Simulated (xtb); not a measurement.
BrGeH2N, SMILES [NH2][Ge][Br] (connectivity only; charge and spin as stated), neutral, multiplicity 1. All values are semi-empirical tight-binding results from xtb (GFN2-xTB unless named), good for trends rather than for accurate numbers. The structure is a stationary point at GFN2-xTB. Other conformers were not sampled.

For metal compounds this method's bond lengths and energies can be far off.

Computed properties:
The point group as xtb finds it is Cs, the orbital gap comes out as 3.97 eV and the zero-point energy is 15.6 kcal/mol. The G − E(el) at 298.15 K (modified RRHO) comes out as -3.0 kcal/mol.
